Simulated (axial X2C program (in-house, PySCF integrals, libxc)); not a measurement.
**CBr⁻: from Re and ωe to a spectrum**

A bond curve at the CCSD level, 2c, was computed with an in-house all-electron X2C program for linear molecules (integrals from PySCF) (basis Br dyall-acv3z [9s10p7d5f1g], C dyall-av3z [8s7p3d2f] (cores contracted in-house)) for the state Ω = 1 (⟨Sz⟩ = 1.00, ⟨Lz⟩ = 0.00 at HF). Its fit gives Re = 2.0619 Å, ωe = 408.7 cm⁻¹, ωexe = 4.27 cm⁻¹ and αe = 5.123e-03 cm⁻¹; the masses are 78.9183 and 12.0000 u. Two-component means X2C with spin–orbit coupling and atomic mean-field Coulomb and Gaunt terms.

Correlated methods: 12 electrons correlated (number of frozen shells: Br 3 s, 2 p, 1 d; C 1 s), 246 virtual spin orbitals or spinors in MP2, 90 natural virtuals in coupled cluster.

Task: Find the reduced mass, Be and the force constant.

Result: From the CCSD values: μ = 10.4162 u. Be = 16.8576/(μ Re²) = 0.3807 cm⁻¹. k = 5.8918×10⁻⁷ μ ωe² = 1.03 mdyn/Å.

Task: A Morse curve ties αe to the other constants (Pekeris). How well does that hold?

Result: αe(Morse) = 6Be²/ωe × (√(ωexe/Be) − 1) = 4.998e-03 cm⁻¹; the CCSD curve gives 5.123e-03 cm⁻¹, a ratio of 0.98.

Task: Estimate De from a Morse curve and compare with the computed well depth of 1.383 eV to Br- + C.

Result: De(Morse) = ωe²/(4ωexe) = 1.213 eV against 1.383 eV computed, a ratio of 0.88. For De the Morse form works well here.

Task: Estimate the centrifugal constant by the Kratzer relation.

Result: D = 4Be³/ωe² = 1.32e-06 cm⁻¹.

Task: Where do the fundamental and the first overtone lie?

Result: ν(1←0) = ωe − 2ωexe = 400.2 cm⁻¹; ν(2←0) = 2ωe − 6ωexe = 791.8 cm⁻¹.

One determinant describes the state; a PBE0 search over occupations chose it and may have missed a lower one. De is counted from the lowest determinant-based energies of the atoms at the same level, without counterpoise correction. CCSD ran in a truncated set of natural virtual spinors with an MP2 remainder; without triples it tends to underbind. The 2c atoms are single determinants rather than J levels; their spin–orbit lowering is only partly caught, and De is too large by that part. This holds for CCSD. With several unpaired electrons one determinant need not be a pure state. Open-shell Ω = 0 determinants with evenly filled partner blocks cannot be reached by this program, so the Ω shown need not be the lowest component. This is the Ω = 1 component of a π² triplet; the 0⁺ component is not one determinant and can lie lowest.
